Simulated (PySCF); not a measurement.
C3H9Ge, SMILES C[C](C)[GeH3] (connectivity only; charge and spin as stated), charge +1, multiplicity 1.

Geometry: PBE0-D3(BJ)/def2-SVP. The spin state was assumed, not searched. The isomer is the one that the SMILES or the coordinates give; other isomers of the formula were not compared.

Vertical ionisation energy (IE) and electron affinity (EA) in eV. Rows of orbital energies are one-electron estimates. Where ΔSCF, EOM or ADC give a negative EA the extra electron is unbound and the value depends on the basis.

| level | IE | EA |
|---|---|---|
| −ε(HOMO), −ε(LUMO), CAM-B3LYP/def2-TZVP (PySCF) | 15.73 | 7.35 |
| −ε(HOMO), −ε(LUMO), PBE/def2-TZVP (PySCF) | [?] | [?] |

Question: Fill in the missing entries. (The exact figures need the calculation; the answer reports its results.)

Answer: 
- −ε(HOMO), −ε(LUMO), PBE/def2-TZVP (PySCF), IE: 12.97
- −ε(HOMO), −ε(LUMO), PBE/def2-TZVP (PySCF), EA: 9.57
